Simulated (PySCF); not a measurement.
C₃H₆F₂O₂Si (charge +1 and doublet state).
Z-matrix (Å and degrees, GFN2-xTB geometry), rows numbered from 1:
```
F 
C   1  1.3390
F   2  1.3391  1  106.62
O   2  1.3862  1  110.19  3   119.47
C   4  1.3211  2  121.28  1   -58.53
C   5  1.3817  4  127.72  2     0.29
O   6  1.2907  5  119.72  4   179.87
Si  7  1.6703  6  142.04  5  -179.61
H   2  1.0999  1  110.53  3  -120.17
H   5  1.0862  4  111.84  2  -179.79
H   6  1.0880  5  122.30  4    -0.16
H   8  1.4672  7   96.89  6  -123.55
H   8  1.4567  7  111.39  6    -0.14
H   8  1.4673  7   96.93  6   122.89
```

The hyperfine couplings belong to this conformer and change with its torsions.

The species is `FC(F)O[CH+][CH]O[SiH3]` [radical] (charge +1).

Level of theory: UKS B3LYP, pcH-1 on C F H O Si, non-relativistic, mean-field spin-orbit, GIAO in PySCF 2.14.0. One conformer (not necessarily the lowest) at the GFN2-xTB geometry, without solvent, vibrations or thermal averaging. A GFN2-xTB geometry isn't a minimum of the functional, and hyperfine couplings can be far from their values at a DFT geometry, by a factor of two or more for some ions and for spin on atoms past the first row. The SCF solution wasn't tested for stability.

Problem. Predict the first-order ENDOR lines of F1/F3, H12/H13/H14, H10, H11 and H9 under fast tumbling at B = 3343.2 mT (W band).

Solution. For S = 1/2 in fast tumbling each set of equivalent nuclei gives two lines, ν± = |νn ± a/2| to first order, with νn = g_N μN B/h and μN/h = 7.62259 MHz/T.

```json
{"nuclei": "F1/F3", "isotope": "19F", "g_N": "5.2577", "νn (MHz)": "133.99", "a_iso (MHz)": "-5.02", "lower line (MHz)": "131.48", "upper line (MHz)": "136.50"}
{"nuclei": "H12/H13/H14", "isotope": "1H", "g_N": "5.5857", "νn (MHz)": "142.35", "a_iso (MHz)": "30.94", "lower line (MHz)": "126.87", "upper line (MHz)": "157.82"}
{"nuclei": "H10", "isotope": "1H", "g_N": "5.5857", "νn (MHz)": "142.35", "a_iso (MHz)": "-30.14", "lower line (MHz)": "127.28", "upper line (MHz)": "157.41"}
{"nuclei": "H11", "isotope": "1H", "g_N": "5.5857", "νn (MHz)": "142.35", "a_iso (MHz)": "-19.70", "lower line (MHz)": "132.50", "upper line (MHz)": "152.19"}
{"nuclei": "H9", "isotope": "1H", "g_N": "5.5857", "νn (MHz)": "142.35", "a_iso (MHz)": "-1.87", "lower line (MHz)": "141.41", "upper line (MHz)": "143.28"}
```

Problem. Which pairs are centred on the nuclear Larmor frequency, and which on half the coupling?

Solution. Centred on νn, since |a| < 2νn: F1/F3, H12/H13/H14, H10, H11 and H9. No pair has |a| > 2νn.

Class means assume fast exchange of nuclei equivalent by connectivity; if that motion is slow, each nucleus keeps its own coupling. The three 1H nuclei of mean +30.9 MHz run from -2.2 to 47.8 MHz in the frozen geometry.

The SMILES draws the unpaired electron on C6; the largest computed Mulliken spin population is on C5 (0.39 against 0.23).
